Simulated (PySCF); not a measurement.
## Fractional electron number in In⁺ (indium, charge +1)

The 5s beta orbital of [Kr] 4d10 5s2 is emptied in steps (occupation f), with all orbitals relaxed, ending at [Kr] 4d10 5s1. Computed with PySCF 2.14 in aug-cc-pVTZ-DK3, with scalar relativity by spin-free X2C-1e. The exact energy is a straight line in f; departures are measured from the line between the end points of the same method.

```json
{"f": "1", "UHF (eV)": "0.000", "LDA (eV)": "0.000", "PBE (eV)": "0.000", "PBE0 (eV)": "0.000", "r2SCAN (eV)": "0.000", "LC-wPBE (eV)": "0.000", "BHandHLYP (eV)": "0.000", "wB97X (eV)": "0.000", "B3LYP (eV)": "0.000", "M06-2X (eV)": "0.000"}
{"f": "0.8", "UHF (eV)": "0.042", "LDA (eV)": "-0.660", "PBE (eV)": "-0.653", "PBE0 (eV)": "-0.471", "r2SCAN (eV)": "-0.574", "LC-wPBE (eV)": "-0.043", "BHandHLYP (eV)": "-0.323", "wB97X (eV)": "-0.121", "B3LYP (eV)": "-0.528", "M06-2X (eV)": "-0.389"}
{"f": "0.6", "UHF (eV)": "0.061", "LDA (eV)": "-0.992", "PBE (eV)": "-0.984", "PBE0 (eV)": "-0.709", "r2SCAN (eV)": "-0.860", "LC-wPBE (eV)": "-0.067", "BHandHLYP (eV)": "-0.488", "wB97X (eV)": "-0.178", "B3LYP (eV)": "-0.796", "M06-2X (eV)": "-0.570"}
{"f": "0.4", "UHF (eV)": "0.060", "LDA (eV)": "-0.993", "PBE (eV)": "-0.988", "PBE0 (eV)": "-0.711", "r2SCAN (eV)": "-0.855", "LC-wPBE (eV)": "-0.070", "BHandHLYP (eV)": "-0.493", "wB97X (eV)": "-0.169", "B3LYP (eV)": "-0.800", "M06-2X (eV)": "-0.565"}
{"f": "0.2", "UHF (eV)": "0.039", "LDA (eV)": "-0.663", "PBE (eV)": "-0.661", "PBE0 (eV)": "-0.474", "r2SCAN (eV)": "-0.569", "LC-wPBE (eV)": "-0.050", "BHandHLYP (eV)": "-0.333", "wB97X (eV)": "-0.100", "B3LYP (eV)": "-0.536", "M06-2X (eV)": "-0.401"}
{"f": "0", "UHF (eV)": "0.000", "LDA (eV)": "0.000", "PBE (eV)": "0.000", "PBE0 (eV)": "0.000", "r2SCAN (eV)": "0.000", "LC-wPBE (eV)": "0.000", "BHandHLYP (eV)": "0.000", "wB97X (eV)": "0.000", "B3LYP (eV)": "0.000", "M06-2X (eV)": "0.000"}
```

```json
{"method": "UHF", "E(f=0) − E(f=1) (eV)": "17.020", "−ε at f=1 (eV)": "17.292", "−ε at f=0.4 (eV)": "16.962"}
{"method": "LDA", "E(f=0) − E(f=1) (eV)": "19.391", "−ε at f=1 (eV)": "15.279", "−ε at f=0.4 (eV)": "20.214"}
{"method": "PBE", "E(f=0) − E(f=1) (eV)": "18.960", "−ε at f=1 (eV)": "14.899", "−ε at f=0.4 (eV)": "19.763"}
{"method": "PBE0", "E(f=0) − E(f=1) (eV)": "18.653", "−ε at f=1 (eV)": "15.716", "−ε at f=0.4 (eV)": "19.239"}
{"method": "r2SCAN", "E(f=0) − E(f=1) (eV)": "18.682", "−ε at f=1 (eV)": "15.088", "−ε at f=0.4 (eV)": "19.407"}
{"method": "LC-wPBE", "E(f=0) − E(f=1) (eV)": "18.410", "−ε at f=1 (eV)": "18.136", "−ε at f=0.4 (eV)": "18.446"}
{"method": "BHandHLYP", "E(f=0) − E(f=1) (eV)": "18.550", "−ε at f=1 (eV)": "16.546", "−ε at f=0.4 (eV)": "18.933"}
{"method": "wB97X", "E(f=0) − E(f=1) (eV)": "18.807", "−ε at f=1 (eV)": "18.040", "−ε at f=0.4 (eV)": "19.008"}
{"method": "B3LYP", "E(f=0) − E(f=1) (eV)": "19.024", "−ε at f=1 (eV)": "15.740", "−ε at f=0.4 (eV)": "19.668"}
{"method": "M06-2X", "E(f=0) − E(f=1) (eV)": "18.631", "−ε at f=1 (eV)": "16.184", "−ε at f=0.4 (eV)": "19.057"}
```

Orbital energy along the path (eV):

```tsv
f	UHF	LDA	PBE	PBE0	r2SCAN	LC-wPBE	BHandHLYP	wB97X	B3LYP	M06-2X
1	-17.292	-15.279	-14.899	-15.716	-15.088	-18.136	-16.546	-18.040	-15.740	-16.184
0.8	-17.171	-16.909	-16.496	-16.879	-16.530	-18.242	-17.327	-18.361	-17.033	-17.206
0.6	-17.062	-18.556	-18.118	-18.053	-17.985	-18.340	-18.121	-18.689	-18.342	-18.225
0.4	-16.962	-20.214	-19.763	-19.239	-19.407	-18.446	-18.933	-19.008	-19.668	-19.057
0.2	-16.869	-21.875	-21.431	-20.434	-20.821	-18.581	-19.773	-19.286	-21.018	-19.905
0	-16.783	-23.536	-23.080	-21.594	-22.218	-18.739	-20.668	-19.123	-22.401	-21.308
```

As f goes to zero the orbital energy of a semilocal functional can turn back, because the density of that orbital vanishes from the exchange-correlation potential.

Reference removal energy between the ground levels: 18.870 eV (measured; NIST Atomic Spectra Database, ionization energies). UHF lacks correlation.
